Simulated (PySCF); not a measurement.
C6H10Cl (charge +1).
SMILES: `C[C+](C)[C@@H]1C[C@@H]1Cl`

Vertical excitations from PySCF (density fitting, frozen core in the response, grid level 2 and gas phase unless stated; continuum runs use non-equilibrium linear response for the excitations) on a GFN2-xTB geometry. Reference run:

| settings | S1, eV (f) | S2, eV (f) | S3, eV (f) | S4, eV (f) | S5, eV (f) | S6, eV (f) | T1, eV (Tamm–Dancoff) | mean α (au) |
| --- | --- | --- | --- | --- | --- | --- | --- | --- |
| WP04/def2-SVPD, energy threshold 1e-08 Eh, start guess vsap, TDA, 25 singlets | 3.59 (0.008) | 4.38 (0.128) | 5.61 (0.160) | 5.95 (0.003) | 6.10 (0.170) | 6.21 (0.007) | – | 78.3 |

Question: What do these settings give: (1) HSE06/6-31G*, start guess vsap, full TDDFT, 12 singlets; (2) PBE/pcSseg-1, IEF-PCM dimethylsulfoxide, energy threshold 1e-06 Eh, full TDDFT, 12 singlets; (3) PBE0/def2-SVPD, energy threshold 1e-06 Eh, full TDDFT, 3 singlets?

Answer: 
| settings | S1, eV (f) | S2, eV (f) | S3, eV (f) | S4, eV (f) | S5, eV (f) | S6, eV (f) | T1, eV (Tamm–Dancoff) | mean α (au) |
| --- | --- | --- | --- | --- | --- | --- | --- | --- |
| HSE06/6-31G*, start guess vsap, full TDDFT, 12 singlets | 3.89 (0.014) | 4.59 (0.117) | 5.65 (0.162) | 6.02 (0.003) | 6.29 (0.061) | 6.42 (0.015) | – | 72.0 |
| PBE/pcSseg-1, IEF-PCM dimethylsulfoxide, energy threshold 1e-06 Eh, full TDDFT, 12 singlets | 3.42 (0.009) | 4.14 (0.137) | 5.20 (0.187) | 5.41 (0.008) | 5.64 (0.018) | 5.74 (0.061) | 3.05 | 104.5 |
| PBE0/def2-SVPD, energy threshold 1e-06 Eh, full TDDFT, 3 singlets | 3.93 (0.015) | 4.59 (0.113) | 5.64 (0.152) | – | – | – | 3.32 | 81.2 |

(1) S1 moves by +0.30 eV; functional, basis and response scheme change together, so the shift can't be laid on one. (2) S1 moves by -0.17 eV; functional, basis, environment and response scheme change together, so the shift can't be laid on one. (3) S1 moves by +0.34 eV; functional and response scheme change together, so the shift can't be laid on one. States are counted by energy in each run and needn't keep their character from row to row.

All basis functions are spherical, in the Pople sets too. WP04 was designed for NMR shieldings or shifts; total energies of different functionals aren't comparable.

Question: Which orbital pairs make up S1 in each run, and how does it sit against the orbital gap?

Answer: 
| settings | S1 configurations (weight) | S1 (eV) | orbital gap (eV) | S1 − gap (eV) |
| --- | --- | --- | --- | --- |
| WP04/def2-SVPD, energy threshold 1e-08 Eh, start guess vsap, TDA, 25 singlets | H→L 0.79, H−1→L 0.21 | 3.59 | 4.03 | -0.44 |
| HSE06/6-31G*, start guess vsap, full TDDFT, 12 singlets | H→L 0.86, H−1→L 0.14 | 3.89 | 4.30 | -0.41 |
| PBE/pcSseg-1, IEF-PCM dimethylsulfoxide, energy threshold 1e-06 Eh, full TDDFT, 12 singlets | H→L 0.84, H−1→L 0.15 | 3.42 | 3.24 | +0.18 |
| PBE0/def2-SVPD, energy threshold 1e-06 Eh, full TDDFT, 3 singlets | H→L 0.86, H−1→L 0.14 | 3.93 | 5.07 | -1.14 |

One conformer (not necessarily the lowest) at the GFN2-xTB geometry, without vibrations or thermal averaging.

Conformer computed: `[CH3:1][C+:2]([CH3:3])[C@@H:4]1[CH2:5][C@@H:6]1[Cl:7]`: C1–C2–C4–C5 -157°.
